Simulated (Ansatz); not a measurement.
Geometry optimisation, RKS B3LYP-D4/def2-SVP (Ansatz).

Input:

```yaml
crystal:
  periodic: [false, false, false]
  atoms:
    - { symbol: O, position_ang: [-0.9799, 1.0923, 0.952] }
    - { symbol: B, position_ang: [0.2286, 0.8573, 0.2561] }
    - { symbol: B, position_ang: [0.4488, -0.6075, -0.4859] }
    - { symbol: O, position_ang: [-0.4932, -1.6144, -0.4569] }
    - { symbol: F, position_ang: [1.7339, -0.8832, -1.1617] }
    - { symbol: H, position_ang: [-1.6075, 1.5573, 0.2441] }
    - { symbol: H, position_ang: [1.1107, 1.6809, 0.2403] }
    - { symbol: H, position_ang: [-0.3492, -2.1399, 0.3562] }
basis:
  gaussian: { orbitals: def2-SVP }
hamiltonian:
  xc: b3lyp
  dispersion: d4
relax:
  f_tol: 0.015
  max_steps: 40
```

Launched with:

```bash
$ ansatz run input.yaml --threads 1 --pin off --max-ram 2048MiB --backend cpu --events-out ev --progress --plain --runs-dir out
```

Task: Where does it end, and by what steps?

Result: It converged. After 11 steps the energy has fallen by 1.967 eV; H8 moved furthest, 0.80 Å.

```json
{"step": "0", "energy less start (eV)": "0.0000", "largest force component (eV/Å)": "3.255", "accepted": "yes"}
{"step": "1", "energy less start (eV)": "-0.4935", "largest force component (eV/Å)": "1.829", "accepted": "yes"}
{"step": "2", "energy less start (eV)": "-0.7694", "largest force component (eV/Å)": "0.934", "accepted": "yes"}
{"step": "3", "energy less start (eV)": "-1.0311", "largest force component (eV/Å)": "1.801", "accepted": "yes"}
{"step": "4", "energy less start (eV)": "-1.4156", "largest force component (eV/Å)": "1.457", "accepted": "yes"}
{"step": "5", "energy less start (eV)": "-1.7806", "largest force component (eV/Å)": "0.881", "accepted": "yes"}
{"step": "6", "energy less start (eV)": "-1.9409", "largest force component (eV/Å)": "0.322", "accepted": "yes"}
{"step": "7", "energy less start (eV)": "-1.9576", "largest force component (eV/Å)": "0.120", "accepted": "yes"}
{"step": "8", "energy less start (eV)": "-1.9639", "largest force component (eV/Å)": "0.238", "accepted": "yes"}
{"step": "9", "energy less start (eV)": "-1.9661", "largest force component (eV/Å)": "0.106", "accepted": "yes"}
{"step": "10", "energy less start (eV)": "-1.9667", "largest force component (eV/Å)": "0.032", "accepted": "yes"}
{"step": "11", "energy less start (eV)": "-1.9668", "largest force component (eV/Å)": "0.004", "accepted": "yes"}
```

```xyz
8
Properties=species:S:1:pos:R:3
O -1.062 0.799 0.641
B 0.167 0.803 0.060
B 0.700 -0.755 -0.464
O -0.079 -1.846 -0.281
F 1.875 -0.966 -1.061
H -1.368 1.667 0.937
H 0.769 1.851 -0.043
H -0.910 -1.611 0.155
```

Time of the run: 32 s on 1 thread of Arm Neoverse V2 (shared host), peak memory 0.16 GiB.
